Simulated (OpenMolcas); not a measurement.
# Ionisation energies of zinc

```
Program             : OpenMolcas 26.06
Basis               : ANO-RCC-VQZP [7s6p4d3f2g1h]
Scalar Hamiltonian  : DKH2, point nucleus
Spin-orbit coupling : state interaction with AMFI integrals over the reference wave functions, term energies averaged over their components
```

Active shells in each charge state: the valence s, p shells, with orbitals averaged over the low states. Where CASPT2's correlated closed shells are named, they are those of the first ion.

A. CASSCF
B. SS-CASPT2, IPEA 0.25 Eh, imaginary shift 0.1 Eh (closed shells correlated: 3d)
C. SS-CASPT2, IPEA 0.25 Eh, imaginary shift 0.1 Eh (closed shells correlated: none)
D. SS-CASPT2, IPEA 0 Eh, imaginary shift 0.1 Eh (closed shells correlated: 3d)
E. SS-CASPT2, IPEA 0.25 Eh, imaginary shift 0.1 Eh (closed shells correlated: 3s 3p 3d)

Energies in eV between the lowest computed levels, named as in B; reference values from the NIST Atomic Spectra Database with their kind.

```json
{"From": "Zn 4s2 1S0", "To": "Zn+ 4s 2S 1/2", "A": "8.636", "B": "9.278", "C": "8.691", "D": "9.274", "E": "9.327", "Spin-orbit share in B": "+0.000", "Reference": "9.394 (measured)"}
{"From": "Zn+ 4s 2S 1/2", "To": "Zn2+ 3d10 1S0", "A": "16.846", "B": "17.916", "C": "16.846", "D": "17.953", "E": "18.010", "Spin-orbit share in B": "+0.000", "Reference": "17.964 (measured)"}
```

Error against the reference values, in %:

| From | Reference | A | B | C | D | E |
| --- | --- | --- | --- | --- | --- | --- |
| Zn | measured | -8.1 | -1.2 | -7.5 | -1.3 | -0.7 |
| Zn+ | measured | -6.2 | -0.3 | -6.2 | -0.1 | +0.3 |

Mean absolute error over the 2 measured values: A 0.94 eV, B 0.08 eV, C 0.91 eV, D 0.07 eV, E 0.06 eV.
